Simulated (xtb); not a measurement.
xtb input (GFN2-xTB):

```bash
xtb mol.xyz --gfn 2 --sp --chrg 1 --uhf 0
```
mol.xyz:
```
12

O      0.21607434    -1.02505445    -1.52572186
Si    -0.24921035    -0.21058624    -0.21054232
O     -1.81190948    -0.34414589     0.17640653
O      0.26143006    -1.57030381     0.93222362
Si     0.89484112     1.75922624     0.36128374
H      0.48595177    -0.63576090    -2.36274873
H     -2.45708913     0.36897726     0.16128072
H     -0.42565011    -1.91151177     1.53194265
H      0.76263755    -2.30391943     0.53362051
H      2.33296634     1.45470889     0.24040747
H      0.48934566     2.09268709     1.73967956
H      0.44824786     2.76989224    -0.61782826
```

End of the output:

```
         :::::::::::::::::::::::::::::::::::::::::::::::::::::
         ::                     SUMMARY                     ::
         :::::::::::::::::::::::::::::::::::::::::::::::::::::
         :: total energy             -18.913767067850 Eh    ::
         :: gradient norm              0.022109071410 Eh/a0 ::
         :: HOMO-LUMO gap              4.700456490687 eV    ::
         ::.................................................::
         :: SCC energy               -19.038275781593 Eh    ::
         :: -> isotropic ES            0.148911305553 Eh    ::
         :: -> anisotropic ES          0.001667107605 Eh    ::
         :: -> anisotropic XC         -0.003201997703 Eh    ::
         :: -> dispersion             -0.006419939831 Eh    ::
         :: repulsion energy           0.124508713743 Eh    ::
         :: add. restraining           0.000000000000 Eh    ::
         :: total charge               1.000000000000 e     ::
         :::::::::::::::::::::::::::::::::::::::::::::::::::::

           -------------------------------------------------
          |                Property Printout                |
           -------------------------------------------------

    * Orbital Energies and Occupations

         #    Occupation            Energy/Eh            Energy/eV
      -------------------------------------------------------------
         1        2.0000           -0.9937788             -27.0421
       ...           ...                  ...                  ...
         4        2.0000           -0.8503447             -23.1391
         5        2.0000           -0.8095518             -22.0290
         6        2.0000           -0.8083952             -21.9976
         7        2.0000           -0.7600044             -20.6808
         8        2.0000           -0.7375437             -20.0696
         9        2.0000           -0.7078668             -19.2620
        10        2.0000           -0.6955244             -18.9262
        11        2.0000           -0.6686529             -18.1950
        12        2.0000           -0.6594517             -17.9446
        13        2.0000           -0.6368657             -17.3300
        14        2.0000           -0.5729223             -15.5900
        15        2.0000           -0.5719518             -15.5636
        16        2.0000           -0.5450721             -14.8322 (HOMO)
        17                         -0.3723335             -10.1317 (LUMO)
        18                         -0.3491001              -9.4995
        19                         -0.3397697              -9.2456
        20                         -0.3189466              -8.6790
        21                         -0.2904225              -7.9028
        22                         -0.2411240              -6.5613
        23                         -0.2200868              -5.9889
        24                         -0.1987755              -5.4090
        25                         -0.1898166              -5.1652
        26                         -0.0958319              -2.6077
        27                         -0.0847790              -2.3070
       ...                                ...                  ...
        37                          0.7534061              20.5012
      -------------------------------------------------------------
                  HL-Gap            0.1727386 Eh            4.7005 eV
             Fermi-level           -0.4587028 Eh          -12.4819 eV

     #   Z          covCN         q      C6AA      α(0)
     1   8 O        1.575    -0.424    21.375     6.239
     2  14 Si       3.217     0.571   133.717    24.174
     3   8 O        1.575    -0.425    21.380     6.239
     4   8 O        2.351    -0.390    20.604     6.131
     5  14 Si       3.674     0.403    99.746    19.137
     6   1 H        0.807     0.347     0.595     1.211
     7   1 H        0.807     0.347     0.595     1.211
     8   1 H        0.804     0.373     0.538     1.152
     9   1 H        0.804     0.373     0.537     1.151
    10   1 H        0.915    -0.055     4.227     3.216
    11   1 H        0.915    -0.056     4.237     3.220
    12   1 H        0.915    -0.064     4.455     3.301

 Mol. C6AA /au·bohr⁶  :       1924.730309
 Mol. C8AA /au·bohr⁸  :      74171.544111
 Mol. α(0) /au        :         76.381794

Wiberg/Mayer (AO) data.
largest (>0.10) Wiberg bond orders for each atom

 ---------------------------------------------------------------------------
     #   Z sym  total        # sym  WBO       # sym  WBO       # sym  WBO
 ---------------------------------------------------------------------------
     1   8 O    2.276 --     2 Si   1.301     6 H    0.858
     2  14 Si   4.033 --     1 O    1.301     3 O    1.301     5 Si   0.747
                             4 O    0.544
     3   8 O    2.275 --     2 Si   1.301     7 H    0.858
     4   8 O    2.325 --     8 H    0.848     9 H    0.848     2 Si   0.544
     5  14 Si   3.556 --    10 H    0.900    11 H    0.900    12 H    0.900
                             2 Si   0.747
     6   1 H    0.880 --     1 O    0.858
     7   1 H    0.880 --     3 O    0.858
     8   1 H    0.861 --     4 O    0.848
     9   1 H    0.861 --     4 O    0.848
    10   1 H    0.997 --     5 Si   0.900
    11   1 H    0.997 --     5 Si   0.900
    12   1 H    0.996 --     5 Si   0.900
 ---------------------------------------------------------------------------

Topologies differ in total number of bonds
Writing topology from bond orders to xtbtopo.mol

molecular dipole:
                 x           y           z       tot (Debye)
 q only:        0.096      -0.484       0.321
   full:        0.041      -0.671       0.333       1.906
molecular quadrupole (traceless):
                xx          xy          yy          xz          yz          zz
 q only:       -3.313      -2.379       4.398      -1.860      -4.854      -1.085
  q+dip:       -3.557      -3.013       4.647      -2.613      -5.451      -1.089
   full:       -4.384      -3.320       5.513      -2.044      -6.635      -1.129

           -------------------------------------------------
          | TOTAL ENERGY              -18.913767067850 Eh   |
          | GRADIENT NORM               0.022109071410 Eh/α |
Note: The following floating-point exceptions are signalling: IEEE_UNDERFLOW_FLAG IEEE_DENORMAL
normal termination of xtb
          | HOMO-LUMO GAP               4.700456490687 eV   |
           -------------------------------------------------

------------------------------------------------------------------------
------------------------------------------------------------------------
 total:
 SCF:
```

It need not be the lowest isomer of its formula.
